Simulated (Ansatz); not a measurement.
Two structures of GaH$_{5}$O, singlet, reached by relaxing down either side of one saddle point (PBE0-D4/def2-TZVP). Energies are electronic, without zero-point energy. Ansatz 0.2.0; basis: def2-TZVPP and def2-QZVPP; cores frozen in the correlated methods. Filled d shells of the heavier atoms are correlated. The def2 sets are not built for correlating such inner shells, so the correlated values are less sure here. Extrapolation: Hartree–Fock as exp(−7.88 √X), correlation as X^−2.97. First:

```xyz
7
angstrom
Ga -0.6442 -0.5108 0.2039
O -1.1234 1.0843 -0.4550
H -0.7231 -1.6690 -0.8320
H -0.2648 -0.5881 1.7206
H 1.7920 0.1589 -0.6897
H 2.0573 -0.2706 -0.1357
H -1.0937 1.7953 0.1879
```

Second:

Ga1  (0.097, -0.934, 0.246)
O2  (-0.334, 1.070, -0.546)
H3  (-0.777, -1.801, -0.727)
H4  (-0.448, -0.603, 1.692)
H5  (0.490, 1.477, -0.829)
H6  (1.654, -0.823, -0.004)
H7  (-0.682, 1.615, 0.168)
(Å)

Problem. Which bonds change from the first to the second?

Solution. GaH₃O ([OH][GaH2]) + H₂ → GaH₃ + H₂O (still joined by a long Ga–O bond); bonds formed: Ga1–H6, O2–H5; bonds broken: H5–H6; bonds weakened to dative contacts: Ga1–O2.

Problem. Give the saddle point's structure and its height above each. (Judge from chemistry; the value comes from the calculation.)

Solution. Computed: 1.053 eV above the first and 1.073 eV above the second (CCSD(T) at an estimated basis limit (MP2 extrapolated from triple and quadruple zeta, plus CCSD(T) − MP2 in triple zeta)).
```xyz
7
angstrom
Ga -0.2388 -0.7374 0.2211
O -0.4128 1.0568 -0.5692
H -0.6639 -1.8382 -0.7890
H -0.3368 -0.6939 1.7770
H 0.8105 0.6006 -0.4617
H 1.4313 -0.1455 -0.2435
H -0.5894 1.7576 0.0651
```

No T1 diagnostic of these runs exceeds 0.015.

Labels in which every atom is bracketed show which atoms are joined, not bond orders.

For scale, one of the runs: CCSD(T)/def2-TZVPP, 149 basis functions, launched by `ansatz run in.yaml --threads 2 --pin off --events-out ev --progress --plain --max-ram 4352MiB`. The run took 25 s on 2 CPU threads (shared host), with 0.98 GiB of host memory at its peak.
